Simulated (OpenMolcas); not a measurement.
A run on Ru3+ with 6 ligands (chloride) in tetragonal octahedral coordination (D4h) at 2.52 Å, the axial distance 2.545 Å. A charge of +0.5 e stands 2.8 Å behind each ligand. Ligand basis ANO-RCC-VDZP.
```
Ru    0.0000    0.0000    0.0000
Cl    2.5200    0.0000    0.0000
Cl    0.0000    2.5200    0.0000
Cl   -2.5200    0.0000    0.0000
Cl    0.0000   -2.5200    0.0000
Cl    0.0000    0.0000    2.5452
Cl    0.0000    0.0000   -2.5452
```

| Item | Value |
| --- | --- |
| Program | OpenMolcas |
| Method | CASSCF |
| Basis | ANO-RCC-VDZP [6s5p3d1f] |
| Scalar Hamiltonian | DKH2, point nucleus |
| Active space | 5 electrons in 5 orbitals (4d) |
| State averaging | 2S+1 = 6 even, 1 root; 2S+1 = 4 even, 24 roots; 2S+1 = 2 even, 75 roots |
| Spin-orbit coupling | state interaction with AMFI integrals over the reference wave functions |

151 basis functions. Blocks (2S+1, parity, CSFs, roots kept): 6, even, 1, 1; 4, even, 24, 24; 2, even, 75, 75.

Q: How long do the RASSCF and RASSI steps take on 1 thread of Arm Neoverse V2 (shared host)?

A: About 54 s of wall time, without the integral step.
